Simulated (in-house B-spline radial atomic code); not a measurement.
**RPBE excitations of Kr IX (Kr8+)**

Method: RPBE. Computed with a B-spline radial code for spherical atoms: linear response of the closed shell [Ar] 3d10 with the functional's adiabatic kernel; non-relativistic, point nucleus, no spin-orbit coupling, no double excitations, S, P, D and F terms only. Only terms of natural parity with L up to 3 were computed.

Without relativity these are model numbers for so heavy an element.

Command:
```bash
python run_td.py task.json out
```
Settings (radii: box in bohr, nucleus in fm):
```
Z                        36
electrons                28
configuration            [Ar] 3d10
hamiltonian              nr
method                   rpbe,pbe
box_radius               11.59
intervals                52
```

Time taken, with all properties: 0.7 s on 1 thread of Intel(R) Xeon(R) Platinum 8259CL CPU @ 2.50GHz (Skylake/Cascade Lake), with other jobs on the host.

The lowest states, in the order of their Tamm-Dancoff energies; the method's threshold (minus the highest occupied level) is 216.28 eV. Labels give the largest channel, * marks a mixed state, and oscillator strengths are full-response dipole values. Semilocal kernels can invert the small singlet-triplet splittings of Rydberg terms. Energies in eV:

```
     state  full response  Tamm-Dancoff  oscillator strength
3d → 4s 3D          82.66         82.68                    -
3d → 4s 1D          83.49         83.50                    -
3d → 4p 3P         100.18        100.20                    -
3d → 4p 3F         100.37        100.39                    -
3d → 4p 1F         101.04        101.05                    -
3d → 4p 1P         102.48        102.57                0.517
3d → 4d 3S         128.25        128.29                    -
3d → 4d 3D              ?             ?                    -
3d → 4d 1D         130.46        130.48                    -
3d → 4d 1S         138.07        139.09                    -
3d → 5s 3D         149.10        149.11                    -
3d → 5s 1D              ?             ?                    -
3d → 4f 3P         154.98        154.99                    -
3d → 4f 3F         155.29        155.29                    -
3d → 4f 1F         155.59        155.60                    -
3d → 5p 3P         156.06        156.07                    -
```

Q: Where does 3d → 5s 1D lie?

A: At 149.36 eV in full response, 149.36 eV in Tamm-Dancoff.

Q: Where does 3d → 4d 3D lie?

A: At 129.43 eV in full response, 129.44 eV in Tamm-Dancoff.

Q: How large is the singlet-triplet splitting of 3d → 4s (D terms) in Tamm-Dancoff?

A: 0.825 eV, from the unrounded values.

Q: What polarisabilities and dispersion coefficient does the method give?

A: Dipole 0.2095 bohr³, quadrupole 0.1422 bohr⁵, C6 0.2456 hartree·bohr⁶ for two such species.
